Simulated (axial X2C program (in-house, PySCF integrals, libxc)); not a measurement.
# Spectroscopic constants of MoSn

Calculated with an in-house all-electron X2C program for linear molecules (integrals from PySCF). Spin-free means the one-electron spin-free X2C Hamiltonian; two-component (2c) means X2C with spin–orbit coupling and atomic mean-field two-electron Coulomb and Gaunt terms, so the difference of the two also holds small scalar two-electron terms. Basis: Sn dyall-cv3z [11s12p9d4f1g], Mo dyall-cv3z [11s12p9d5f3g] (cores contracted in-house); Gaussian nuclei, density fitting, unrestricted open shells. Masses: Sn 119.902 u, Mo 97.905 u.

Input:
```json
{"zs": [50, 42], "q": 0, "bas": ["dyall-cv3z", "dyall-cv3z"], "levels": ["PBE0", "HF", "r2SCAN0"], "cc": true, "r0": 2.78, "thr": -1.0, "nmax": 90, "npts": 10, "nst": 2, "ntry": 6}
```
```bash
python so2c.py task.json out
```

Keys: zs atomic numbers; q charge; bas basis sets; levels methods; cc coupled cluster on or off; r0 starting distance in Å; thr threshold in hartree for freezing inner shells (an s shell follows its p shell); nmax most natural virtual spinors; npts points on the curve; nst determinants followed; ntry starts of the search. HF also brings MP2.

State, spin-free: M_S = 2, Λ = 1 (beyond evenly filled blocks: σα, π+α, π+β, π-α, δ+α, δ-α); electrons by block: σα: 20, σβ: 19, π+α: 10, π+β: 10, π-α: 10, π-β: 9, δ+α: 4, δ+β: 3, δ-α: 4, δ-β: 3. Fragments: Sn + Mo.

State, 2c: Ω = 3 (⟨Sz⟩ = 2.02, ⟨Lz⟩ = 0.98 at PBE0); electrons by block: 1/2: 30, -1/2: 29, 3/2: 13, -3/2: 13, 5/2: 4, -5/2: 3. Fragments: Sn + Mo.

```tsv
Hamiltonian	level	Re (Å)	ωe (cm⁻¹)	αe (cm⁻¹)	De (eV)	μ (D)
spin-free	PBE0	2.719	167.1	0.000177	1.43	2.12
spin-free	HF	3.179	75.8	0.000332	0.123	1.03
spin-free	CCSD	2.790	155.7	0.000167	1.11	n/a
spin-free	CCSD(T)	2.761	163.0	0.000166	1.25	n/a
spin-free	r2SCAN0	2.750	161.4	0.000177	1.20	2.25
2c	PBE0	2.724	164.9	0.000179	n/a	2.07
2c	HF	3.184	74.1	0.00034	n/a	1.09
2c	CCSD	2.796	153.4	0.000172	n/a	n/a
2c	CCSD(T)	2.769	160.6	0.00017	n/a	n/a
2c	r2SCAN0	2.754	159.4	0.000179	n/a	2.19
```

Correlated methods: 10 electrons correlated (number of frozen shells: Sn 4 s, 3 p, 2 d; Mo 4 s, 3 p, 1 d), 354 virtual spin orbitals or spinors in MP2, 90 natural virtuals in coupled cluster.

Dipoles are positive if Mo is the positive end.

The state is a single determinant with fixed occupations, the lowest that a limited PBE0 search found. De is counted from the lowest determinant-based energies of the atoms at the same level, without counterpoise correction. De is not given where an atomic determinant may have missed its ground term or J level, or where the truncated virtual space spoils (T). Density functionals use the spin component along the axis (collinear). CCSD and (T) use frozen natural virtuals with an MP2 correction for the truncation; (T) itself is uncorrected, so its De runs slightly low. Other states lie close and PBE0, whose exact exchange favours high spin, may order them wrongly; the determinant shown need not be the ground state. The nearest other spin-free determinant of the search, M_S = 2, Λ = 0, lies 0.33 eV up at the distance of the search. Without a current term, density functionals place determinants with orbital angular momentum somewhat too high. With several unpaired electrons one determinant need not be a pure state. Open-shell Ω = 0 determinants with evenly filled partner blocks cannot be reached by this program, so the Ω shown need not be the lowest component. The determinant is spin-polarised beyond a pure state at some levels (its spin-free form has ⟨S²⟩ too high), which makes Re and μ there less reliable. The T1 diagnostic is large, a sign of multireference character. With the outer-core shells frozen, correlated bond lengths of heavy atoms tend to come out a few hundredths of an ångström too long.

No reliable constants came from MP2 (2c), MP2 (spin-free): no minimum in range, unconverged points, a curve that is not smooth, a change of character along it, or the two Hamiltonians disagreeing along it.

Rough cost a point (2c) on 1 thread(s) of a shared host, integrals apart: PBE0 2.2 s, HF 2.3 s, CCSD(T) 9 s, r2SCAN0 3 s.

The whole task took 5.5 min on 1 thread of Intel(R) Xeon(R) Platinum 8488C (Sapphire Rapids), with other jobs on the host.
